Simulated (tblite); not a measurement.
C6H11NOSi.
Atom-mapped SMILES: `[CH:1]#[C:2][CH2:3][C@H:4]([CH3:5])[NH:6][C:7](=[O:8])[SiH3:9]` (hydrogens: H10 on C1; H11, H12 on C3; H13 on C4; H14, H15, H16 on C5; H17 on N6; H18, H19, H20 on Si9)

Computed with GFN2-xTB (tblite), gas phase: L-BFGS steps from a force-field or distance-geometry start until the largest atomic force falls under 0.01 eV/Å.

At the end of the run (lengths in Å): C2–C3 1.448, N6–C7 1.350, Si9–H19 1.468, Si9–H18 1.457, Si9–H20 1.462, C4–N6 1.450, C1–H10 1.049, O8–C7–Si9 120.4°, N6–C7–Si9 117.5°, C2–C3–C4 111.4°, C1–C2–C3 177.4°, C2–C3–C4–C5 65°, C3–C4–N6–C7 -109°, C4–N6–C7–O8 -3°, H17–N6–C4–C3 64°, H13–C4–N6–C7 9°.

Problem. These geometries were met on the way; a selection of coordinates is given. Order them by energy above the end point, lowest first.
A. C2–C3 1.448, N6–C7 1.356, Si9–H19 1.457, Si9–H18 1.458, Si9–H20 1.459, C4–N6 1.458, C1–H10 1.047, O8–C7–Si9 118.4°, N6–C7–Si9 120.4°, C2–C3–C4 113.8°, C1–C2–C3 179.6°, C2–C3–C4–C5 63°, C3–C4–N6–C7 -83°, C4–N6–C7–O8 -4°, H17–N6–C4–C3 89°, H13–C4–N6–C7 33°
B. C2–C3 1.454, N6–C7 1.349, Si9–H19 1.473, Si9–H18 1.470, Si9–H20 1.471, C4–N6 1.468, C1–H10 1.060, O8–C7–Si9 116.3°, N6–C7–Si9 119.8°, C2–C3–C4 113.6°, C1–C2–C3 179.5°, C2–C3–C4–C5 63°, C3–C4–N6–C7 -84°, C4–N6–C7–O8 -3°, H17–N6–C4–C3 89°, H13–C4–N6–C7 33°
C. C2–C3 1.495, N6–C7 1.385, Si9–H19 1.499, Si9–H18 1.484, Si9–H20 1.483, C4–N6 1.452, C1–H10 1.067, O8–C7–Si9 116.1°, N6–C7–Si9 119.7°, C2–C3–C4 112.6°, C1–C2–C3 179.3°, C2–C3–C4–C5 64°, C3–C4–N6–C7 -83°, C4–N6–C7–O8 -3°, H17–N6–C4–C3 90°, H13–C4–N6–C7 34°
D. C2–C3 1.445, N6–C7 1.352, Si9–H19 1.474, Si9–H18 1.464, Si9–H20 1.464, C4–N6 1.454, C1–H10 1.049, O8–C7–Si9 119.4°, N6–C7–Si9 118.8°, C2–C3–C4 113.7°, C1–C2–C3 179.4°, C2–C3–C4–C5 62°, C3–C4–N6–C7 -84°, C4–N6–C7–O8 -3°, H17–N6–C4–C3 88°, H13–C4–N6–C7 31°
E. C2–C3 1.447, N6–C7 1.351, Si9–H19 1.467, Si9–H18 1.459, Si9–H20 1.459, C4–N6 1.452, C1–H10 1.048, O8–C7–Si9 119.6°, N6–C7–Si9 118.6°, C2–C3–C4 113.2°, C1–C2–C3 179.1°, C2–C3–C4–C5 62°, C3–C4–N6–C7 -85°, C4–N6–C7–O8 -4°, H17–N6–C4–C3 85°, H13–C4–N6–C7 32°

Solution. E (0.018 eV), D (0.032 eV), A (0.053 eV), B (0.091 eV), C (0.198 eV).

```
step  E above end (eV)  rms distance from the end, all atoms (Å)  largest force (eV/Å)  rms shift of all bonds from the end (Å)
  21             0.018                                     0.223                 0.062                                    0.001
   9             0.032                                     0.235                 0.121                                    0.003
   5             0.053                                     0.240                 0.245                                    0.005
   2             0.091                                     0.243                 0.564                                    0.009
   0             0.198                                     0.245                 2.648                                    0.019
```

Rows stand in the order of the answer.
